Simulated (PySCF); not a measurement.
Cd+: excitation energy

Cd+ [Kr] 4d10 5s1 (2S) → Cd+ [Kr] 4d9 5s2 (2D), as a difference of total energies. Computed with PySCF 2.14 in aug-cc-pVTZ-PP with ECP28MDF (6s6p5d3f2g, 88 functions), with a scalar-relativistic core potential. Correlated levels: valence: 4s2 4p6 frozen. The calculations carry no spin-orbit coupling.

| method | excitation energy (eV) | error (eV) |
| --- | --- | --- |
| UHF | 8.868 | +0.002 |
| MP2 (valence) | 9.196 | +0.330 |
| SCS-MP2 (valence) | 9.013 | +0.147 |
| CCSD (valence) | 8.995 | +0.129 |
| CCSD(T) (valence) | 8.975 | +0.109 |

Reference: 8.866 eV (measured; NIST levels, between the centres of gravity of the two terms).

Errors of the correlated levels include the incompleteness of this basis and the frozen core.
